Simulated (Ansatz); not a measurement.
## Reading a saddle point

A first-order saddle point of BSiH4OF3, singlet, PBE0-D4/def2-TZVP, with one imaginary mode of 1004i cm⁻¹:

```
10
angstrom
B 0.2114 -1.3521 0.1032
F 1.5835 -1.3668 -0.7770
F -0.5604 -2.3523 -0.3081
F 0.5328 -1.2986 1.3995
H 1.0459 -0.4068 -0.9983
O -0.0608 -0.0328 -0.5324
Si -0.5791 1.4083 0.1504
H 0.4782 1.9557 1.0312
H -0.8385 2.3238 -0.9819
H -1.8128 1.1215 0.9135
```

Ansatz 0.2.0; basis: def2-TZVPP and def2-QZVPP; cores frozen in the correlated methods. Extrapolation: Hartree–Fock as exp(−7.88 √X), correlation as X^−2.97.

Task: Which contacts change along the imaginary mode, and what lies on either side? (Judge from chemistry; the calculation decides.)

Result: By the calculation: The step is BF₃ ([F][B]([F])[F]) + SiH₄O ([OH][SiH3]) → BSiH₃OF₂ ([F][B]([F])[O][SiH3]) + HF, with the molecules in contact on both sides. Shortening one way: B1–O6, F2–H5; lengthening the same way: B1–F2, H5–O6.
```csv
pair,one side (Å),saddle (Å),other side (Å)
B1–O6,1.70,1.49,1.35
F2–H5,2.50,1.12,0.93
B1–F2,1.35,1.63,3.59
H5–O6,0.96,1.26,1.79
```

Task: Which side is lower, and how far does the saddle lie above each? (To be estimated.)

Result: Computed: The side with B1–F2, H5–O6 short is lower by 4.65 kcal/mol; the saddle lies 25.88 kcal/mol above it and 21.24 kcal/mol above the other (CCSD(T) at an estimated basis limit (MP2 extrapolated from triple and quadruple zeta, plus CCSD(T) − MP2 in triple zeta); electronic energies).

The T1 diagnostic stays at or below 0.012.

The step is the kind of ligand exchange by which a precursor binds to a hydroxyl group, or is hydrolysed, in atomic layer deposition of oxides.

Labels in which every atom is bracketed show which atoms are joined, not bond orders.

For scale, one of the runs: CCSD(T)/def2-TZVPP, 253 basis functions, launched by `ansatz run in.yaml --threads 8 --pin off --events-out ev --progress --plain --max-ram 19148MiB`. Hardware: 8 CPU threads of an AMD EPYC 9R45, shared host. Wall time 39 s; peak host memory 6.1 GiB.
